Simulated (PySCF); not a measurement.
**Radial density of Ca²⁺ (calcium, charge +2)**

UHF, [Ar], closed-shell 1S. Calculation: PySCF 2.14, in x2c-TZVPPall; scalar relativity by spin-free X2C-1e.

```json
{"r (bohr)": "0.00149", "4πr²ρ (e/bohr)": "0.1757"}
{"r (bohr)": "0.00250", "4πr²ρ (e/bohr)": "0.4528"}
{"r (bohr)": "0.00421", "4πr²ρ (e/bohr)": "1.148"}
{"r (bohr)": "0.00708", "4πr²ρ (e/bohr)": "2.791"}
{"r (bohr)": "0.0119", "4πr²ρ (e/bohr)": "6.308"}
{"r (bohr)": "0.0200", "4πr²ρ (e/bohr)": "12.57"}
{"r (bohr)": "0.0337", "4πr²ρ (e/bohr)": "20.32"}
{"r (bohr)": "0.0567", "4πr²ρ (e/bohr)": "23.46"}
{"r (bohr)": "0.0954", "4πr²ρ (e/bohr)": "18.51"}
{"r (bohr)": "0.160", "4πr²ρ (e/bohr)": "19.03"}
{"r (bohr)": "0.270", "4πr²ρ (e/bohr)": "24.54"}
{"r (bohr)": "0.454", "4πr²ρ (e/bohr)": "11.69"}
{"r (bohr)": "0.763", "4πr²ρ (e/bohr)": "6.440"}
{"r (bohr)": "1.28", "4πr²ρ (e/bohr)": "6.416"}
{"r (bohr)": "2.16", "4πr²ρ (e/bohr)": "1.055"}
{"r (bohr)": "3.63", "4πr²ρ (e/bohr)": "0.01710"}
```

Densities and radii are taken from the X2C orbitals without a picture-change correction, which distorts them close to the nucleus.
